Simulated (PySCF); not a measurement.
Rigid-rotor lines calculated for a species of formula C8H9N (commonest isotopes; PBE0/def2-SVPD in PySCF (dipole) on a GFN2-xTB geometry, gas phase), labelled J(Ka,Kc):

```
     transition     MHz
2(1,1) ← 1(1,0)  4603.6
2(0,2) ← 1(0,1)  4190.7
1(1,1) ← 0(0,0)  3422.9
2(1,2) ← 1(1,1)  3901.9
1(0,1) ← 0(0,0)  2126.4
```

(1) Find the rotational constants.

(2) What moments of inertia, asymmetry and inertial defect follow?

(3) Which dipole components do these lines need?

(4) Predict further lines from these constants: 3(2,1) ← 2(1,1); 2(1,1) ← 2(1,2); 3(3,1) ← 2(2,1); 3(2,1) ← 2(2,0); 2(1,1) ← 1(0,1); 2(2,0) ← 1(1,0); 1(1,1) ← 1(0,1); 3(3,1) ← 3(2,1); 3(3,0) ← 2(2,0); 2(2,1) ← 1(1,1); 3(2,2) ← 2(1,2); 3(2,2) ← 2(2,1); 1(1,0) ← 0(0,0).

(5) Which structure gave them?

Results:

(1) 1(0,1) ← 0(0,0) is B + C, 2(1,1) ← 1(1,0) is 3B + C and 2(1,2) ← 1(1,1) is B + 3C, so B − C is half the difference of the last two, 350.9 MHz. 1(1,1) ← 0(0,0) is A + C. A = 2535.2, B = 1238.6, C = 887.8 MHz.

(2) I = 505379 MHz·u·Å² over each constant: Ia = 199.35, Ib = 408.02, Ic = 569.27 u·Å²; κ = (2B − A − C)/(A − C) = -0.574 (asymmetric top); Δ = Ic − Ia − Ib = -38.11 u·Å².

(3) μa and μb (a-type: ΔKa even, ΔKc odd; b-type: both odd). The calculation gives |μa| = 1.40 D, |μb| = 0.29 D, |μc| = 1.76 D.

(4) 
```csv
transition,MHz,type,branch
"2(1,1) ← 2(1,2)",1052,a,Q
"1(1,1) ← 1(0,1)",1297,c,Q
"1(1,0) ← 0(0,0)",3774,c,R
"2(1,1) ← 1(0,1)",6251,c,R
"3(2,2) ← 2(2,1)",6379,a,R
"3(2,1) ← 2(2,0)",6616,a,R
"3(3,1) ← 3(2,1)",7097,c,Q
"2(2,0) ← 1(1,0)",8555,c,R
"2(2,1) ← 1(1,1)",8844,c,R
"3(2,1) ← 2(1,1)",10567,c,R
"3(2,2) ← 2(1,2)",11321,c,R
"3(3,0) ← 2(2,0)",13720,c,R
"3(3,1) ← 2(2,1)",13775,c,R
```

(5) `[H]/N=C/[C@@H]1[C@@H]2[C@@]1([C@H]2C)C#C`, point group C1. Three constants can't fix a structure by themselves; this is the one that was computed:
```
atom  x, y, z in Å
H1     4.266    0.402   -0.178
N2     3.482    0.025    0.349
C3     2.364    0.086   -0.223
C4     1.164   -0.424    0.450
C5     0.076   -1.042   -0.384
C6    -1.042   -0.851    0.594
C7    -2.466   -0.865    0.099
C8    -0.149    0.305    0.215
C9    -0.421    1.592   -0.256
C10   -0.660    2.705   -0.642
H11    2.187    0.510   -1.223
H12    1.361   -0.826    1.440
H13    0.091   -1.413   -1.387
H14   -0.916   -1.270    1.590
H15   -3.106   -0.304    0.776
H16   -2.837   -1.887    0.044
H17   -2.532   -0.414   -0.889
H18   -0.870    3.676   -0.975
```

The values belong to one conformer (point group C1) with, in the numbering `[H]/[N:2]=[CH:3]/[C@@H:4]1[C@H:5]2[C@H:6]([CH3:7])[C@:8]12[C:9]#[CH:10]`, N2–C3–C4–C5 -147°. Whether it is a minimum is left open (no frequencies). Zero-point vibration and centrifugal distortion are left out. A rigid rotor knows nothing of internal rotation, which can split or shift real lines. Quadrupole hyperfine structure (14N) is left out.

Hardware: one thread, AMD EPYC 9R45 (x86_64), no GPU (shared host). Cost: 25 s, 1.0 GiB resident at most. This is the PBE0/def2-SVPD job that gave the dipole, with the excitations it also computed.
